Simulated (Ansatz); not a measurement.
TiSiOF₃H₃⁺, that is (F)3Ti-O-SiH3 with one electron fewer. The state is a doublet with charge 1. Geometry r2SCAN-D4/def2-SVP, that of the neutral singlet; atoms count from 1.

```csv
atom,x (Å),y (Å),z (Å)
Ti1,0.673,1.476,0.475
F2,-0.431,2.306,1.540
F3,0.963,2.462,-0.933
F4,2.180,1.202,1.307
O5,-0.024,-0.068,-0.015
Si6,-0.696,-1.531,-0.491
H7,0.279,-2.622,-0.210
H8,-1.952,-1.755,0.278
H9,-0.993,-1.471,-1.950
```

Q: Estimate the Mulliken populations from the PBE0/def2-TZVP orbitals of Ansatz.

A: 
```json
{"atom": "Ti1", "charge (e)": "1.73", "spin (α − β)": "-0.03", "d electrons": "1.89"}
{"atom": "F2", "charge (e)": "-0.35", "spin (α − β)": "0.04", "d electrons": "–"}
{"atom": "F3", "charge (e)": "-0.36", "spin (α − β)": "0.02", "d electrons": "–"}
{"atom": "F4", "charge (e)": "-0.36", "spin (α − β)": "0.01", "d electrons": "–"}
{"atom": "O5", "charge (e)": "-0.48", "spin (α − β)": "0.48", "d electrons": "–"}
{"atom": "Si6", "charge (e)": "0.35", "spin (α − β)": "0.06", "d electrons": "–"}
{"atom": "H7", "charge (e)": "0.13", "spin (α − β)": "0.07", "d electrons": "–"}
{"atom": "H8", "charge (e)": "0.21", "spin (α − β)": "0.28", "d electrons": "–"}
{"atom": "H9", "charge (e)": "0.13", "spin (α − β)": "0.07", "d electrons": "–"}
```
Mulliken values depend strongly on the basis.

Q: Where does the spin sit?

A: Summed by element: Ti -0.03, F 0.06, O 0.48, Si 0.06, H 0.43, of 1 unpaired in all. Largest on single atoms: O5 0.48, H8 0.28, H9 0.07.

Q: And the Mayer bond orders between heavy atoms (over 0.3)?

A: Ti1–F2 1.03 (1.74 Å); Ti1–F3 1.03 (1.74 Å); Ti1–F4 1.04 (1.74 Å); Ti1–O5 0.59 (1.76 Å); O5–Si6 1.23 (1.68 Å).
